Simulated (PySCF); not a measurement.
Working out the ionisation energy of Ca

Ca [Ar] 4s2 (1S) → Ca⁺ [Ar] 4s1 (2S). All numbers are calculated (PySCF 2.14, scalar relativity by spin-free X2C-1e, in x2c-TZVPPall with one added diffuse shell each of s, p, d type (7s6p4d, 45 functions)). Frozen: [Ne]. Energies in hartree (1 hartree = 27.21139 eV):

```json
{"part": "UHF", "Ca (lower)": "-679.620222", "Ca⁺ (upper)": "-679.431381"}
{"part": "CCSD correlation", "Ca (lower)": "-0.222381", "Ca⁺ (upper)": "-0.191294"}
{"part": "(T)", "Ca (lower)": "-0.004546", "Ca⁺ (upper)": "-0.002869"}
```

Task: What does Hartree-Fock give?

Result: (-679.431381) − (-679.620222) = 0.188841 hartree = 5.139 eV.

Task: What do CCSD and CCSD(T) give?

Result: The CCSD correlation energies differ by 0.031087 hartree = 0.846 eV and the triples by 0.001677 hartree = 0.046 eV, so CCSD gives 5.985 eV and CCSD(T) 6.031 eV.

Measured between the centres of the two terms (NIST): 6.113 eV, so CCSD(T) (valence and next inner shell) is off by -0.082 eV.

What remains against the reference includes basis incompleteness, the frozen core and higher excitations.
